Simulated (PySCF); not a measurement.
# Working out the ionisation energy of Sr²⁺

Sr²⁺ [Kr] (1S) → Sr³⁺ [Ar] 3d10 4s2 4p5 (2P). Calculation: PySCF 2.14, in Sapporo-DKH3-DZP-2012; the spin-free X2C one-electron Hamiltonian (Gaussian nucleus). Frozen: [Ar] 3d10 4s2. Energies in hartree (1 hartree = 27.21139 eV):

| part | Sr²⁺ (lower) | Sr³⁺ (upper) |
| --- | --- | --- |
| UHF | -3176.600202 | -3175.053242 |
| CCSD correlation | -0.123273 | -0.086596 |
| (T) | -0.000132 | -0.000063 |

**Question.** What does Hartree-Fock give?

**Answer.** (-3175.053242) − (-3176.600202) = 1.546960 hartree = 42.095 eV.

**Question.** What do CCSD and CCSD(T) give?

**Answer.** The CCSD correlation energies differ by 0.036677 hartree = 0.998 eV and the triples by 0.000069 hartree = 0.002 eV, so CCSD gives 43.093 eV and CCSD(T) 43.095 eV.

Reference: 42.884 eV (measured; NIST Atomic Spectra Database, ionization energies), between the lowest levels; spin-orbit coupling is absent from the calculation.

A double-zeta basis recovers only part of the correlation energy.

What remains against the reference includes basis incompleteness, the frozen core and higher excitations.
